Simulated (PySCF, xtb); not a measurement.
CH7FN2Si, SMILES CN[Si@H](N)F.

GFN2-xTB (xtb) at its own geometry gives an orbital gap of 6.06 eV and a dipole moment of 3.01 D.

Coordinates come from a r2SCAN-D4/def2-SVP optimisation. The structure was generated by enumeration; whether it is a known compound was not checked. One conformer was computed; it need not be the lowest.

Q: What does HF/def2-TZVP run with PySCF give? (Estimate from the structure and the level; the computed values follow.)

A: gap 14.20 eV (levels -10.57 and 3.63 eV), dipole 2.34 D.
